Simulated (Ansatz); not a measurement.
Input file for CH7ClGeSi, SMILES `Cl[SiH2][CH2][GeH3]`:

```yaml
crystal:
  periodic: [false, false, false]
  atoms:
    - {symbol: Cl, position_ang: [-2.615892, 1.904335, -0.825554]}
    - {symbol: Si, position_ang: [-0.759491, 1.347057, -0.120466]}
    - {symbol: C, position_ang: [-0.516504, -0.480658, -0.295945]}
    - {symbol: Ge, position_ang: [1.228118, -1.102575, 0.359237]}
    - {symbol: H, position_ang: [0.251381, 2.094444, -0.906937]}
    - {symbol: H, position_ang: [-0.689215, 1.757478, 1.302786]}
    - {symbol: H, position_ang: [-0.606611, -0.763831, -1.348265]}
    - {symbol: H, position_ang: [-1.297039, -1.009939, 0.257525]}
    - {symbol: H, position_ang: [2.357726, -0.408778, -0.419855]}
    - {symbol: H, position_ang: [1.374048, -0.771557, 1.853662]}
    - {symbol: H, position_ang: [1.338977, -2.623076, 0.164412]}
basis:
  gaussian: {orbitals: def2-SVP}
correlation: {method: ccsd_t}
```

```sh
$ ansatz run in.yaml --threads 4 --pin off --events-out ev --progress --plain --max-ram 10444MiB
```

The program prints (abridged):

```
Functional definition: HF
1146 factors; integrals over basis functions are off by at most 1.3e-3 eV
mean field evaluation 1: about -77965.9760 eV, gradient 2.4e1 eV
mean field evaluation 2: about -77965.9776 eV, gradient 2.4e1 eV
mean field evaluation 4: about -77967.8490 eV, gradient 2.7e0 eV
mean field evaluation 8: about -77967.8754 eV, gradient 7.3e-5 eV
mean field -77967.87541279 eV, -2865.2665728961 hartree, gradient 9.9e-7 eV, S^2 0.000000; 0 other end points of the search recorded, 0 dependent functions left out
20 core orbitals not correlated: weight in the atoms' cores, before any rotation towards them, 1.000 or more for the frozen orbitals, at most 0.000 for the correlated occupied ones
reference -77967.87541279 eV, -2865.2665728961 hartree; 18, 18 occupied and 79, 79 virtual orbitals, 1146 factors
second order -16.68140553 eV of doubles, -0.00000000 eV of singles
cycle   1  -17.46869766 eV  change   -7.9e-1 eV  update   9.3e-2
cycle   2  -18.01965393 eV  change   -5.5e-1 eV  update   2.8e-2
cycle   3  -18.07951232 eV  change   -6.0e-2 eV  update   1.1e-2
cycle   4  -18.07783853 eV  change    1.7e-3 eV  update   2.6e-3
cycle   5  -18.07731403 eV  change    5.2e-4 eV  update   6.9e-4
cycle   6  -18.07702550 eV  change    2.9e-4 eV  update   2.0e-4
cycle   7  -18.07701727 eV  change    8.2e-6 eV  update   5.9e-5
cycle   8  -18.07703011 eV  change   -1.3e-5 eV  update   1.8e-5
perturbative correction -0.47761103 eV, -0.0175518816 hartree
Total energy: -77986.43005393 eV, -2865.9484433811 hartree
```

Run time 3.7 s (4 threads of an Intel Xeon 6975P-C on a shared host); peak host memory 0.57 GiB.

The correlation energy is -18.555 eV, 2.6 % of it from (T); the T1 diagnostic reads 0.0093.
